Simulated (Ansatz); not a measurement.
Geometry optimisation, RKS B3LYP/def2-SVP (Ansatz).

input.yaml

```yaml
crystal:
  periodic: [false, false, false]
  atoms:
    - { symbol: Ti, position_ang: [0.0, 0.0, 0.0] }
    - { symbol: F, position_ang: [0.0, 0.0, 1.83] }
    - { symbol: Cl, position_ang: [2.2349, 0.0, -0.7892] }
    - { symbol: O, position_ang: [-0.9043, 1.5667, -0.6394] }
    - { symbol: H, position_ang: [-1.8621, 1.336, -0.8617] }
    - { symbol: "N", position_ang: [-0.9703, -1.681, -0.686] }
    - { symbol: H, position_ang: [-1.5052, -2.2973, -0.0095] }
    - { symbol: H, position_ang: [-0.9349, -1.9302, -1.7156] }
basis:
  gaussian: { orbitals: def2-SVP }
hamiltonian:
  xc: b3lyp
relax:
  f_tol: 0.02
  max_steps: 40
```

Launched with:

```bash
$ ansatz run input.yaml --threads 2 --pin off --max-ram 3072MiB --backend cpu --events-out ev --progress --plain --runs-dir out
```

Question: Where does it end, and by what steps?

Answer: The run converged. After 12 steps the energy has fallen by 1.091 eV; H5 moved furthest, 0.36 Å.

```csv
step,energy less start (eV),largest force component (eV/Å),accepted
0,0.0000,2.886,yes
1,-0.9760,1.013,yes
2,-1.0429,0.339,yes
3,-1.0730,0.247,yes
4,-1.0775,0.284,yes
5,-1.0025,1.902,no
6,-1.0836,0.147,yes
7,-1.0875,0.122,yes
8,-1.0894,0.087,yes
9,-1.0903,0.071,yes
10,-1.0902,0.092,no
11,-1.0906,0.027,yes
12,-1.0907,0.008,yes
```

```xyz
8
Properties=species:S:1:pos:R:3
Ti -0.056 -0.052 0.005
F -0.064 -0.157 1.750
Cl 1.998 0.011 -0.851
O -0.947 1.391 -0.523
H -1.711 1.570 -1.084
N -0.905 -1.585 -0.606
H -1.315 -2.284 0.014
H -0.942 -1.899 -1.575
```

The run took 47 s on 2 threads of Arm Neoverse V2, on a shared host, peak memory 0.26 GiB.
